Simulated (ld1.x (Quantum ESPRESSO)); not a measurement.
# Building the ultrasoft potential for boron (B) (PBE, scalar-relativistic).

boron (B), ultrasoft, made with ld1.x (Quantum ESPRESSO) 7.5 (PBE, scalar-relativistic). Core [He], reference 2s1.75 2p1.25. Waves: 2s (bound): rcut 1.25, rcutus 1.40 bohr; 2s channel at 0.8 Ry: rcut 1.25, rcutus 1.40 bohr; 2p (bound): rcut 3.50, rcutus 4.00 bohr; 2p channel at 4.4 Ry: rcut 3.50, rcutus 4.00 bohr. Local part: all-electron potential smoothed inside 1.30 bohr (lloc = -1). Core correction: none. Augmentation charge: PSQ, inside the norm-conserving radii.

All-electron outer shells of the reference configuration (PBE, scalar-relativistic, ld1.x):

| shell | level (eV) | outermost node (bohr) | outermost maximum (bohr) |
| --- | --- | --- | --- |
| 1s | -180.89 | – | 0.21 |
| 2s | -9.57 | 0.46 | 1.52 |
| 2p | -3.73 | – | 1.57 |

Q: Estimate the cutoffs (Ry, on a coarse ladder) from which the occupation-weighted sum of valence levels, in a spherical-Bessel basis at the reference potential, stays within 10 and 1 mRy of its value at 400 Ry.

A: 8 Ry and 18 Ry.

Q: What does a ghost test show?

A: No extra level below or beside the all-electron valence levels (s, p, d, f tested).

Q: Is the overlap operator S = 1 + Σ q|β⟩⟨β| positive definite (Bessel basis up to 400 Ry)?

A: Yes: its lowest eigenvalue is 0.05 (p channel).

Q: Which valence shell sets the plane-wave cutoff?

A: 2s: its level needs 15 Ry to come within 1 mRy, against 6 Ry for 2p.

Q: Tests: 2s2 2p1; 2s2 2p0; 2s1 2p0; 2s2 2p0.5; 2s1 2p2; 2s0 2p3; 2s2 2p1.3. Which has the largest error in its energy relative to the reference configuration, and how large is it?

A: 2s2 2p0.5, with -3742 meV (all-electron minus pseudo) on +1.43 eV.
